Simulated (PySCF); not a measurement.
# ClGeH3: calculation against experiment

**What was measured.**

From NIST CCCBDB Release 22 (SRD 101), experimental dipoles, for the gas: dipole moment (microwave Stark effect, vibrational ground state) 2.13 D.

The runs below try to reproduce these values; the comparison stands at the end.

Species: ClGeH3.
Numbering: `[Cl:1][GeH3:2]` (hydrogens: H3, H4, H5 on Ge2)

Geometry (PBE0-D3(BJ)/def2-SVP, Å), atoms numbered from 1 in this order:
```
atom  x, y, z in Å
Cl1    2.3081    0.0708    0.1156
Ge2    0.1553    0.2092   -0.0472
H3    -0.4382   -0.3399    1.2569
H4    -0.1977    1.6895   -0.2452
H5    -0.2685   -0.6352   -1.2564
```

Runs made with PySCF (gas phase, on this PBE0-D3(BJ)/def2-SVP geometry; no spin–orbit coupling):

```tsv
level	job	basis functions	wall time
PBE0-D3(BJ)/def2-SVP, grid level 1	geometry optimisation from a GFN2-xTB start shaken at random	65	10 s
```

Hardware: Arm Neoverse N1, one thread, on a shared host.

**Comparison with experiment**

**Dipole moment.** Measured: 2.13 D (NIST CCCBDB Release 22 (SRD 101), experimental dipoles).

| level | computed (D) | computed − measured (D) | % (from the printed values) |
| --- | --- | --- | --- |
| PBE0-D3(BJ)/def2-SVP | 1.96 | -0.17 | -8 |

The computed dipoles belong to one fixed geometry; measured ones are averaged over vibrations unless marked μe. Magnitudes are compared, not signs.

The geometry is computed, not the measured one. Where a level misses, the cause wasn't examined.
